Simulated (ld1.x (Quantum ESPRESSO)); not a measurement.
# LDA (PZ) TM dataset for cadmium (Cd), scalar-relativistic all-electron reference.

ld1.x (Quantum ESPRESSO) 7.5 input, shortened:

```
&input
   title='Cd', zed=48., rel=1, dft='PZ', iswitch=3,
   config='[Kr] 4d10 5s1 5p1'
 /
 &inputp
   pseudotype=2, tm=.true., lloc=0,
   nlcc=.false.
 /
3
4P  2  1   6.00   0.00  1.35  1.35  0.0
4D  3  2  10.00   0.00  1.50  1.50  0.0
5S  1  0   1.00   0.00  1.65  1.65  0.0
 &test
   configts(1)='4p6 4d10 5s1 5p1'
 /
```

Occupied shells without a wave of their own: 5p. They enter only through the test configuration that unscreens the potential.

All-electron outer shells of the reference configuration (LDA (PZ), scalar-relativistic, ld1.x):

| shell | level (eV) | outermost node (bohr) | outermost maximum (bohr) |
| --- | --- | --- | --- |
| 3d | -395.91 | – | 0.27 |
| 4s | -107.78 | 0.43 | 0.79 |
| 4p | -68.93 | 0.43 | 0.84 |
| 4d | -13.78 | 0.42 | 0.98 |
| 5s | -7.22 | 1.06 | 2.29 |
| 5p | -2.26 | 1.19 | 3.09 |

(1) Estimate the cutoffs (Ry, on a coarse ladder) from which the occupation-weighted sum of valence levels, in a spherical-Bessel basis at the reference potential, stays within 10 and 1 mRy of its value at 400 Ry.

(2) Does the potential have ghost states?

(3) Tests: 4p6 4d10 5s2 5p0; 4p6 4d10 5s1 5p0; 4p6 4d10 5s0 5p0; 4p6 4d10 5s1.5 5p0; 4p6 4d9 5s2 5p0; 4p6 4d10 5s0 5p2; 4p6 4d9 5s2 5p1. Which has the largest error in its energy relative to the reference configuration, and how large is it?

Results:

(1) 80 Ry and 140 Ry.

(2) No extra level below or beside the all-electron valence levels (p, d, s, f tested).

(3) 4p6 4d10 5s0 5p0, with +1499 meV (all-electron minus pseudo) on +22.36 eV.
